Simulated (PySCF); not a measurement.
PySCF input for AlHFBr, SMILES [F][AlH][Br], ωB97X-D3(BJ)/def2-TZVP. The structure is a stationary point at ωB97X-D3(BJ)/def2-TZVP.

```python
import numpy as np
from pyscf import gto, scf, dft, df
from pyscf.hessian import thermo

mol = gto.M(
    atom='''
    Al   -0.52469784    1.11277882    0.00000000
    H    -2.01595935    1.56779958    0.00000000
    F     0.67482217    2.24083070    0.00000000
    Br    0.07896091   -1.03432573    0.00000000
    ''',
    basis='def2-TZVP',
    charge=0,
    spin=0,
    max_memory=1600,
    verbose=3,
)
mf = dft.RKS(mol, xc='wb97x-d3bj').density_fit(auxbasis='def2-universal-jkfit')
mf.grids.level = 3
mf.conv_tol = 1e-11
mf.max_cycle = 100
mf.kernel()

# [left out here: the lines that compute and print the analytic Hessian (its translational invariance restored by hand, since the grid's response is missing), thermochemistry and intensities]
```

Log of the run:

```
converged SCF energy = -2917.16572521627

WARN: DFTD3 does not support analytical Hessian, using finite difference


WARN: Mole.unit (angstrom) is changed to Bohr

Mode                                 0                   1                   2
Irrep
Freq [cm^-1]                      185.6000            432.2186            471.8512
Reduced mass [au]                  19.5695             10.7643              1.2933
Force const [Dyne/A]                0.3972              1.1848              0.1697
Char temp [K]                     267.0371            621.8663            678.8889
Normal mode                   x     y     z       x     y     z       x     y     z
       0  Al                 0.09  0.01 -0.00    0.08 -0.13  0.00   -0.00 -0.00  0.08
       1   H                 0.06 -0.07  0.00    0.05 -0.25 -0.00   -0.00 -0.00 -0.87
       2   F                -0.06  0.17  0.00   -0.04 -0.02 -0.00    0.00  0.00 -0.04
       3  Br                -0.02 -0.04  0.00   -0.02  0.05 -0.00   -0.00 -0.00 -0.01
Mode                                 3                   4                   5
Irrep
Freq [cm^-1]                      659.1561            855.8489           2041.8801
Reduced mass [au]                   1.1050             18.2610              1.0444
Force const [Dyne/A]                0.2829              7.8808              2.5655
Char temp [K]                     948.3788           1231.3760           2937.8109
Normal mode                   x     y     z       x     y     z       x     y     z
       0  Al                 0.02 -0.04  0.00   -0.08 -0.10 -0.00    0.04 -0.01  0.00
       1   H                 0.30  0.90 -0.00   -0.03  0.09  0.00   -0.94  0.28 -0.00
       2   F                -0.05 -0.01 -0.00    0.12  0.12  0.00   -0.00 -0.00 -0.00
       3  Br                 0.00  0.00 -0.00   -0.00  0.00  0.00    0.00  0.00 -0.00
temperature 298.1500 [K]
pressure 101325.00 [Pa]
Rotational constants [GHz] 24.59828 2.33685 2.13411
Symmetry number 1
Zero-point energy (ZPE) 0.01059 [Eh]   27792.570 [J/mol]
                           tot       elec      trans        rot        vib
Entropy [J/mol/K]       293.648      0.000    169.150    106.168     18.330
Cv [J/mol/K]             50.276      0.000     12.472     12.472     25.333
Cp [J/mol/K]             58.591      0.000     20.786     12.472     25.333
Internal energy [J/mol]                      3718.434   3718.434  31214.009
Internal energy [Eh]   -2917.15100  -2917.16573
Enthalpy [J/mol]                             6197.391   3718.434  31214.009
Enthalpy [Eh]          -2917.15006
Gibbs free energy [J/mol]                  -44234.803 -27935.511  25748.898
Gibbs free energy [Eh] -2917.18341
mode   freq/cm-1   IR/(km/mol)
   1      185.60        14.611
   2      432.22        55.855
   3      471.85       143.704
   4      659.16       164.945
   5      855.85       169.834
   6     2041.88       119.781
max |gradient| / (hartree/bohr): 0.0003037283836769508
APT charges: [ 1.493  -0.326  -0.6697 -0.4973]
```

The calculation finished and met its thresholds.
